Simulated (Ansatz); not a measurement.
Basis sets compared for (MgSe)2 ring (Mg2Se2). Charge 0, multiplicity 1. Geometry PBE0-D4/def2-SVP. Ansatz on 4 threads of Arm Neoverse V2 on a shared host; times are rough, and most runs start from earlier orbitals.

```xyz
4

Mg   -0.7043   -1.1260   -0.2837
Se   -1.5057    1.1419   -0.7942
Mg    0.7034    1.1260    0.2854
Se    1.5066   -1.1420    0.7925
```

Binding counts from free atoms (Mg singlet, Se triplet) in the same basis, without a counterpoise term.

| level | functions | energy (Eh) | HOMO (eV) | LUMO (eV) | binding per atom (eV) | wall time |
| --- | --- | --- | --- | --- | --- | --- |
| PBE-D4/def2-SVP | 100 | -5201.7256 | -4.89 | -3.36 | 2.19 | 0.75 s |
| PBE0-D4/def2-SVP | 100 | -5201.9168 | -5.89 | -2.75 | 2.15 | 1.1 s |

**Question.** Estimate the rows for PBE-D4/def2-TZVP, PBE0-D4/def2-TZVP (with forces).

**Answer.** 
```csv
level,functions,energy (Eh),HOMO (eV),LUMO (eV),binding per atom (eV),wall time
PBE-D4/def2-TZVP,160,-5202.4593,-5.00,-3.35,2.20,1.4 s
PBE0-D4/def2-TZVP (with forces),160,-5202.6502,-5.97,-2.73,2.17,2.8 s
```
